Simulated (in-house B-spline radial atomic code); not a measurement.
The numbers below are computed, except where a source is named.
C6 from the polarisability at imaginary frequency: Ca III (Ca2+)

PBE0 linear response of the closed shell [Ne] 3s2 3p6, from an all-electron radial atomic-structure program (B-spline basis); scalar-relativistic (spin-free one-electron X2C), finite nucleus, no spin-orbit coupling.

The dispersion coefficient of two like species is C6 = (3/π) ∫ α(iu)² du from 0 to ∞.

```tsv
u (hartree)	α(iu) (bohr³)
0	3.297
0.156	3.249
0.364	3.053
0.624	2.675
1.04	2.02
1.56	1.386
2.34	0.8327
3.64	0.432
5.2	0.2453
7.79	0.1281
13	0.05654
26	0.01823
```

Question: Fit one oscillator, α(iu) = α(0)/(1 + u²/ω²), through u = 1.04 and estimate C6.

Answer: From α(0)/α(iu) − 1 = 3.297/2.02 − 1 = 0.6322, ω = u/√0.6322 = 1.3080 hartree (35.6 eV). London's formula gives C6 = (3/4) α(0)² ω = 0.75 × 3.297² × 1.3080 = 10.66 hartree·bohr⁶, and the oscillator holds f = α(0) ω² = 5.64 electrons, of a sum of oscillator strengths of 17.9.

Question: How does that compare with the full integral?

Answer: The program's quadrature over all excitations gives C6 = 10.9, so the single oscillator is off by -2.2 %. At the last point the fit gives α = 0.00832 against 0.0182: higher excitations, and deeper shells where there are any, keep the true curve higher at large u.
